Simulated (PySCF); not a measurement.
Be(Et)(OH) (C2H6BeO), SMILES [Be]([OH])[CH2]C.

Geometry optimised at ωB97X-D3(BJ)/def2-SVP. A frequency run showed that this geometry is not a minimum. The values are those of a single conformer.

Level of theory: PBE0/def2-TZVPD (PySCF).

The molecule is in vacuum.

```json
{
 "total_energy": "-169.71062 hartree",
 "point_group": "Cs",
 "highest_occupied_level": "-7.69 eV",
 "lowest_empty_level": "-0.19 eV",
 "orbital_gap": "7.49 eV",
 "dipole_moment": "1.00 D",
 "quadrupole, principal values (traceless, Buckingham form, about the centre of nuclear charge)": "-3.50, -0.82, 4.32 D·Å",
 "mean_static_polarisability": "45.7 bohr³ (6.77 Å³)",
 "polarisability_principal_values": "40.1, 43.4, 53.6 bohr³"
}
```
